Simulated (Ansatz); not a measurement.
`[SiH3]OB(S)Cl` → `OB(S)Cl` + `[SiH2]`  (silylene loss)

Program: Ansatz. Geometries: PBE0-D4/def2-TZVP. ΔE: electronic, gas phase. CBS: MP2 limit from def2 TZ/QZ plus the TZ coupled-cluster correction, frozen cores. This one scheme is used for every species. Functionals use def2-TZVPP. HSE06 is defined as in plane-wave codes. One conformer a species, not always the lowest.

Is it downhill or uphill in electronic energy at CCSD(T)/CBS, and by how much? (An estimate is asked.)

Computed: Uphill: ΔE = +320.0 kJ/mol.

What do these levels give: revPBE-D4, r2SCAN-D4, r2SCAN0-D4, BHLYP-D4, ωB97X-V, PBE, r2SCAN0, HSE06, HF/def2-SVP, CCSD(T)/def2-SVP, CCSD(T)/def2-TZVPP, MP2/CBS(def2)? (Best estimate.)

Computed: revPBE-D4 304.1, r2SCAN-D4 335.7, r2SCAN0-D4 339.0, BHLYP-D4 333.3, ωB97X-V 327.5, PBE 300.1, r2SCAN0 336.1, HSE06 313.6, HF/def2-SVP 298.3, CCSD(T)/def2-SVP 292.0, CCSD(T)/def2-TZVPP 312.4, MP2/CBS(def2) 341.9 kJ/mol.

Largest T1 diagnostic among the species: 0.014.

From BLYP to BHLYP (50 % exact exchange), in def2-TZVPP and without D4, ΔE moves by +34.5 kJ/mol. Leaving LDA and LC-ωPBE aside and taking each functional with its dispersion term where it has one, the values spread over 35.0 kJ/mol, from revPBE-D4 to r2SCAN0-D4. LDA lies +34.1 kJ/mol from PBE without D4.
